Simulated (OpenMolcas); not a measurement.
Ta4+ (d1) among equal point charges was computed by CASSCF with the d shell active (OpenMolcas, ANO-RCC-VDZP on the metal). Its lowest spin-free states, and all those of the highest spin:

| 2S+1 | Degeneracy | E (cm-1) |
| --- | --- | --- |
| 2 | 3 | 0.0 |
| 2 | 2 | 19615 |

Question: Is the site octahedral, tetrahedral or cube-like, axial, or of lower symmetry?

Answer: The states with 2S+1 = 2 have orbital degeneracies 3, 2. Threefold states need a cubic site. For d1 at this spin an octahedron puts the threefold T2 below the twofold E and a tetrahedron or cube puts the twofold E below the threefold T2, so the site is octahedral. The first gap at this spin, 19600 cm-1, is |10Dq| in ligand-field theory. The run had Ta4+ among 6 point charges of -1.7 e arranged as an octahedron (Oh), 1.96 Å from the ion.

An orbital triplet at a regular site is open to Jahn-Teller coupling, which can distort the site and quench the lowest spin-orbit gaps and is left out. This field is weak: 10Dq is about 19615 cm-1, while octahedral complexes of 5d ions of charge 3 and more, computed by the same method with explicit ligands, had a median near 35000 cm-1. Ground spin and moment need not be those of a real site. This is an electrostatic model: the charges have no orbitals. No measured value stands beside these numbers.
